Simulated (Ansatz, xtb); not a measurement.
Isomers of GeH10OSi3 in order of energy

4 gas-phase structures of GeH10OSi3, from a drawn sample of its isomers (lower ones may exist). Each was relaxed with GFN2-xTB; where two conformers were screened, the lower at r2SCAN-D4/def2-SVP//GFN2-xTB is listed:

A. `O[SiH2][SiH2][SiH2][GeH3]`, a singlet
B. `O[SiH]([SiH3])[SiH2][GeH3]`, a singlet
C. `O[SiH2][SiH]([SiH3])[GeH3]`, a singlet
D. `O[SiH]([GeH3])[SiH2][SiH3]`, a singlet

Question: Estimate their order in r2SCAN-D4/def2-SVP//GFN2-xTB energy at these geometries, lowest first.

Answer: Calculated order at r2SCAN-D4/def2-SVP//GFN2-xTB: C (0.0), A (1.7), D (2.2), B (3.1) kcal/mol. Less than 1 kcal/mol parts A and D; D and B, so the order within those pairs means little.

Energies above the lowest of each column, in kcal/mol; the last columns are at r2SCAN-D4/def2-SVP geometries:

```json
{"structure": "C", "GFN2-xTB": "6.3", "HF/STO-3G": "1.4", "r2SCAN-D4/def2-SVP//GFN2-xTB": "0.0", "r2SCAN-D4/def2-SVP": "0.0", "CCSD(T)/def2-SVP + ΔMP2/def2-TZVPP": "0.0"}
{"structure": "A", "GFN2-xTB": "0.0", "HF/STO-3G": "0.8", "r2SCAN-D4/def2-SVP//GFN2-xTB": "1.7", "r2SCAN-D4/def2-SVP": "0.0", "CCSD(T)/def2-SVP + ΔMP2/def2-TZVPP": "1.0"}
{"structure": "D", "GFN2-xTB": "6.7", "HF/STO-3G": "0.0", "r2SCAN-D4/def2-SVP//GFN2-xTB": "2.2", "r2SCAN-D4/def2-SVP": "3.1", "CCSD(T)/def2-SVP + ΔMP2/def2-TZVPP": "2.9"}
{"structure": "B", "GFN2-xTB": "5.7", "HF/STO-3G": "1.7", "r2SCAN-D4/def2-SVP//GFN2-xTB": "3.1", "r2SCAN-D4/def2-SVP": "3.0", "CCSD(T)/def2-SVP + ΔMP2/def2-TZVPP": "3.7"}
```

CCSD(T)/def2-SVP + ΔMP2/def2-TZVPP puts C lowest; GFN2-xTB picks A, HF/STO-3G picks D. Flexible structures stand in one conformer each, not always the lowest. Frequencies (GFN2-xTB) were run for C, D alone. ΔMP2 is the change of the MP2 energy from the smaller to the larger basis.

Over these structures GFN2-xTB departs from r2SCAN-D4/def2-SVP//GFN2-xTB by 2.5 kcal/mol on average once a common shift is removed. A GFN2-xTB relaxation took about 0.26 s and the r2SCAN-D4/def2-SVP//GFN2-xTB energy about 7.2 s on a shared host (Ansatz 0.2.0, xtb 6.7.1).
